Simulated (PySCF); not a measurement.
EPR parameters of C7H7FSi

Species: C₇H₇FSi (triplet state).
Atom-mapped SMILES: `[F:1][c:2]1[cH:3][cH:4][c:5]([C:6][SiH3:7])[cH:8][cH:9]1` (hydrogens: H10 on C3; H11 on C4; H12, H13, H14 on Si7; H15 on C8; H16 on C9)

Geometry (PBE0-D3(BJ)/def2-SVP, Å), atoms numbered from 1 in this order:
```
atom  x, y, z in Å
F1    -3.7439   -0.0641    1.1823
C2    -2.4999   -0.0705    0.7128
C3    -1.4618    0.3748    1.5301
C4    -0.1664    0.3683    1.0417
C5     0.1231   -0.0848   -0.2794
C6     1.4292   -0.0922   -0.7742
Si7    3.2262    0.1780   -0.6929
C8    -0.9713   -0.5299   -1.0760
C9    -2.2656   -0.5226   -0.5852
H10   -1.6893    0.7204    2.5403
H11    0.6536    0.7152    1.6741
H12    3.6987    0.8610   -1.9357
H13    3.9497   -1.1254   -0.5662
H14    3.5854    1.0334    0.4864
H15   -0.7746   -0.8814   -2.0906
H16   -3.1082   -0.8624   -1.1903
```

The hyperfine couplings belong to this conformer and change with its torsions.

Computed, not measured: PySCF, UKS B3LYP, IGLO-III on C F Si, pcH-1 on H, non-relativistic, mean-field spin-orbit, GIAO. One conformer (not necessarily the lowest) at the PBE0-D3(BJ)/def2-SVP geometry, without solvent, vibrations or thermal averaging. This triplet need not be the ground state; the singlet was not compared here. Stability of the SCF solution: not tested.

* g1, g2, g3: 2.00238, 2.00246, 2.00269
* g_iso: 2.00251
* Form of g: rhombic: the two nearest values differ by 27 % of g3 − g1
* ⟨S²⟩: 2.0358 (exact 2.0000)
* Basis functions: 394

Hyperfine couplings atom by atom, in G; T1 to T3 are the principal values of the dipolar part (MHz turned into gauss with g_iso; 10 G = 1 mT):

| atom | isotope | a_iso | of which spin–orbit | T1 | T2 | T3 | Mulliken spin population |
| --- | --- | --- | --- | --- | --- | --- | --- |
| F1 | 19F | 6.6 | 0.0 | -12.3 | -10.5 | 22.7 | 0.01 |
| C2 | 13C | 4.2 | 0.0 | -3.7 | -3.4 | 7.1 | 0.24 |
| C3 | 13C | -1.8 | 0.0 | -2.9 | 1.1 | 1.8 | -0.12 |
| C4 | 13C | 15.1 | 0.0 | -3.8 | -1.7 | 5.5 | 0.26 |
| C5 | 13C | -10.2 | 0.0 | -4.4 | 1.4 | 3.0 | -0.23 |
| C6 | 13C | 35.1 | -0.1 | -23.3 | 7.0 | 16.3 | 1.60 |
| Si7 | 29Si | 8.7 | 0.0 | -0.9 | 0.0 | 0.9 | -0.01 |
| C8 | 13C | 13.5 | 0.0 | -3.6 | -2.0 | 5.6 | 0.26 |
| C9 | 13C | -2.5 | 0.0 | -2.8 | 1.1 | 1.7 | -0.13 |
| H10 | 1H | 1.9 | 0.0 | -0.6 | 0.0 | 0.6 | 0.01 |
| H11 | 1H | -3.1 | 0.0 | -1.3 | -0.6 | 1.9 | -0.01 |
| H12 | 1H | 10.5 | 0.0 | -1.0 | -0.8 | 1.8 | 0.03 |
| H13 | 1H | 11.4 | 0.0 | -1.0 | -0.8 | 1.8 | 0.03 |
| H14 | 1H | 19.9 | 0.0 | -1.0 | -0.6 | 1.6 | 0.06 |
| H15 | 1H | -3.1 | 0.0 | -1.3 | -0.5 | 1.8 | -0.01 |
| H16 | 1H | 1.5 | 0.0 | -0.6 | -0.1 | 0.6 | 0.01 |

The largest Mulliken spin populations are on C6 (+1.60), C8 (+0.26), C4 (+0.26) and C2 (+0.24). Four atoms exceed +0.15. The positive populations add up to 2.51 and the negative ones to -0.51, together 2S = 2.

The 13C coupling of C6 (98.4 MHz) shows only in satellite lines or after enrichment, since that isotope makes up about 1.07 % of natural carbon.

The 29Si coupling of Si7 (24.4 MHz) shows only in satellite lines or after enrichment, since that isotope makes up about 4.7 % of natural silicon.

Examples of negative spin density at the nucleus (bohr⁻³): Si7 (-0.0551), C5 (-0.0508) and C9 (-0.0127).
